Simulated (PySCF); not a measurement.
From computed data to an observable: oscillator strength and radiative lifetime

AlHI₂O, SMILES [I][Al]([OH])[I].

Geometry optimised at B3LYP-D3(BJ)/def2-SVP. The geometry has at least one imaginary mode, so it is a saddle point at that level. The def2 effective core potentials stand for the cores of I; spin–orbit coupling is left out. The values are those of a single conformer.

TDA-PBE0/def2-SVPD (PySCF 2.14.0) puts the first singlet state with f over 0.02 at 5.37 eV (vertical), with the transition dipole (0.000, 0.000, 0.404) in atomic units.

Question: Find the oscillator strength, the wavelength and the radiative lifetime that this transition would have in vacuum if emission retraced absorption.

Answer: 
|μ|² = 0.1632 au, so |μ| = 1.03 D. ΔE = 5.37/27.211 = 0.1973 hartree. f = (2/3) ΔE |μ|² = 0.021 (the program prints 0.021).
λ = 1239.84/5.37 = 231 nm; ν = 43312 cm⁻¹.
Einstein's coefficient A = 0.6670 ν² f s⁻¹ (ν in cm⁻¹) = 2.7e7 s⁻¹, so τ = 1/A = 37 ns. This state is S4; the lower singlets have f = 0.013, 0.000, 0.000. The figure is the radiative limit of this one transition; relaxation, internal conversion, crossing to triplets and a medium change what is measured.
